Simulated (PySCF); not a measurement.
AsF(OH), doublet: computed properties

These are results of UPBE0 in PySCF with As def2-TZVP, F def2-TZVP, O def2-TZVP, H def2-TZVP; no relativity; density-fitted integrals, not measurements.

The structure is a minimum.

| Item | Value |
| --- | --- |
| Point group | C1 |
| Bond lengths | As–F 1.751 Å, As–O 1.764 Å, O–H 0.964 Å |
| Bond angles | As–O–H 112.4°, F–As–O 97.7° |
| Lowest empty level (β) | -2.44 eV |
| Dipole moment | 1.09 D |
| Spin squared ⟨S²⟩ | 0.755 |
| Principal polarisabilities | 24.6, 29.7, 34.1 bohr³ |
| Rotational constants | 0.4876, 0.2683, 0.174 cm⁻¹ |
| Rotational symmetry number | 1 |
| Atomisation energy without zero-point energy | 1198 kJ/mol |
| Heat capacity Cp at 298.15 K | 57.4 J/(mol K) |
| Highest occupied level (α) | -6.03 eV |
| Entropy at 298.15 K and 1 bar (electronic part: spin only) | 293.9 J/(mol K) |
| Principal quadrupole moments (Buckingham, traceless) about the centre of mass | -5.95, -0.72, 6.67 D Å |
| Zero-point energy | 39.3 kJ/mol |
| Enthalpy at 298.15 K above 0 K | 13.53 kJ/mol |

Harmonic modes (masses in u: As 74.922, F 18.998, O 15.995, H 1.008):
```
symmetry  ω (cm⁻¹)  IR (km/mol)  μ (u)
       a       140         99.4   1.22
       a       291         46.9   5.18
       a       663          117  19.96
       a       722          111  16.35
       a       916         52.7   1.11
       a      3841         98.6   1.07
```

Charges (e):
```
atom  Mulliken  Löwdin  polar tensor  spin (Mulliken)  Mayer order to As1
 As1      0.56    0.38          1.04             0.92                   –
  F2     -0.36   -0.23         -0.60             0.03                0.90
  O3     -0.53   -0.30         -0.71             0.05                1.08
  H4      0.33    0.15          0.28             0.00                0.04
```
Other Mayer orders above 0.3: O–H 0.87.

Mulliken populations on As1: s 7.90, p 14.23, d 10.24, f 0.07.

This need not be the most stable arrangement of these atoms.

The final relaxation and frequency run took 75 s on 4 threads of a shared Arm Neoverse V1 host, with 116 basis functions and 26 gradients; the process peaked at 1.3 GiB. Launch command: `OMP_NUM_THREADS=4 python axn.py task.json out`.
